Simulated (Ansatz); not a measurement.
Born–Oppenheimer molecular dynamics of BClH₅NO (9 atoms, charge 0, multiplicity 1). It starts at the highest image of a converged band, a first-order saddle point between two minima.

Theory: Ansatz 0.2.0, RKS PBE0/6-31G*.

| Quantity | Value |
| --- | --- |
| ensemble | NVE (velocity Verlet) |
| time step | 0.5 fs |
| steps asked | 200 |
| starting velocities drawn for | 100 K |
| seed | 7547 |

First frame:

```xyz
9
Properties=species:S:1:pos:R:3
B 0.030 0.517 -0.097
O -0.049 -0.230 1.435
H -0.994 -0.288 1.654
N 1.175 -0.109 -0.757
H 1.776 -0.661 -0.157
H 1.752 0.540 -1.278
H -1.097 0.349 -0.493
Cl 0.232 2.332 0.415
H 0.329 0.434 2.043
```

Q: How far do the bonds stretch over the last three quarters of this one trajectory? (Pairs bonded in most of those frames.)

A: 
```
  bond  mean (Å)  spread (Å)  shortest  longest
 B1–O2     1.702       0.038      1.66     1.83
 B1–N4     1.458       0.024      1.41     1.50
 B1–H7     1.205       0.005      1.19     1.22
B1–Cl8     1.904       0.024      1.84     1.93
 O2–H3     0.972       0.008      0.96     0.99
 O2–H9     0.975       0.005      0.96     0.98
 N4–H5     1.017       0.018      0.99     1.05
 N4–H6     1.017       0.014      0.99     1.04
```

Mean temperature of the second half: 280 K. The conserved energy stayed within 0.11 meV per atom of its start (net change 0.019 meV per atom), so the integration is sound. The kinetic energy rose, since the run started high on the potential surface and went downhill. A run of 0.1 ps of so small a system gives no equilibrium averages. The orbitals stay closed-shell, which can raise the energy where a bond breaks towards radicals; this wasn't checked here.

Time of the run: 9.3 min on 1 thread of Arm Neoverse V2, on a shared host, peak memory 0.14 GiB.
